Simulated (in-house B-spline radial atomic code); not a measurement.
Values are calculated unless marked as measured or tabulated.
# Making a Troullier-Martins s channel for Si, r_c = 2.0 bohr

Si, [Ne] 3s2 3p2, non-relativistic LDA (VWN5), spherical and spin-unpolarised, from a B-spline radial code for spherical atoms (atomic units). The all-electron 3s level is ε = -0.398139 hartree, its outermost node lies just inside 0.73 bohr and its outer maximum at 1.77 bohr.

Inside r_c the pseudo-orbital is u(r) = r^1 exp(p(r)), with p = c0 + c2 r² + c4 r⁴ + … + c12 r¹². The seven coefficients follow from p and its first four derivatives at r_c, from zero curvature of the screened potential at the origin, c4 = −c2²/(2l + 5), and from the norm inside r_c. At r_c the all-electron orbital has P = 0.7193524, P' = -0.1451624, the screened potential V = -0.7499758, V' = 0.7605701, V'' = -1.05711, and the norm inside is Q = 0.4784403.

Question: What are p, p' and p'' at r_c?

Answer: p = ln(P/r_c^1) = ln(0.7193524/2) = -1.02255. p' = P'/P − 1/r_c = -0.20180 − 0.50000 = -0.70180. The radial equation gives p'' = 2(V − ε) − 2(1) p'/r_c − p'² = -0.70367 − (-0.70180) − 0.49252 = -0.49440. Differentiating, p''' = 2V' + 2(1)p'/r_c² − 2(1)p''/r_c − 2p'p'' = 0.97071, and p'''' = 2V'' − 4(1)p'/r_c³ + 4(1)p''/r_c² − 2(1)p'''/r_c − 2p''² − 2p'p''' = -2.3548.

For a trial c2 the five matching conditions are linear in c0, c6, c8, c10 and c12, and c2 is varied until the norm inside r_c equals Q. The root nearest zero gives:

```csv
n,c_n
0,-1.231804
2,0.4816952
4,-0.04640605
6,-0.08717897
8,0.03320923
10,-0.00485485
12,0.0002622622
```

Question: Check c4 and p(r_c), and find the screened pseudopotential at the origin.

Answer: −c2²/5 = -0.0464061, as listed. The terms c_n r_c^n are -1.23180, 1.92678, -0.74250, -5.57945, 8.50156, -4.97137, 1.07423, which sum to -1.02255. Inverting the radial equation, V_l(r) = ε + 1 p'/r + (p'' + p'²)/2, so V_l(0) = ε + (2l + 3) c2 = -0.398139 + 3 × (0.481695) = 1.0469 hartree, finite where the all-electron potential diverges.

Orbitals and screened potentials:

```tsv
r (bohr)	P	u	V all-electron	V pseudo
0.2	-0.13	0.05948	-42.6	1.044
0.5	-0.2856	0.1639	-9.954	0.9328
0.8	0.1076	0.3062	-4.301	0.4242
1.1	0.4633	0.4884	-2.365	-0.5232
1.4	0.664	0.6562	-1.499	-1.242
1.7	0.7342	0.7332	-1.036	-1.116
2.0	0.7194	0.7194	-0.75	-0.75
```

Logarithmic derivatives P'/P at R = 2.3 bohr, for energies E around ε:

```json
{"E − ε (hartree)": "-0.5", "all-electron": "0.586667", "pseudo": "0.582816"}
{"E − ε (hartree)": "-0.25", "all-electron": "0.192924", "pseudo": "0.191201"}
{"E − ε (hartree)": "-0.1", "all-electron": "-0.119999", "pseudo": "-0.120413"}
{"E − ε (hartree)": "0", "all-electron": "-0.380267", "pseudo": "-0.380267"}
{"E − ε (hartree)": "0.1", "all-electron": "-0.702507", "pseudo": "-0.703299"}
{"E − ε (hartree)": "0.25", "all-electron": "-1.37682", "pseudo": "-1.38586"}
{"E − ε (hartree)": "0.5", "all-electron": "-3.8913", "pseudo": "-4.04916"}
```

Question: With P(R) = 0.6578802 and a norm of 0.621874 inside R, what slope in energy does norm conservation fix?

Answer: d(P'/P)/dE = −2 × (norm inside R)/P(R)² = -2.8737 per hartree·bohr at E = ε, for both atoms, since orbital and norm agree at R. Differences over ±0.1 hartree give -2.9125 (all-electron) and -2.9144 (pseudo), which also hold third-order terms. Half a hartree below ε the two curves differ by -0.0039.
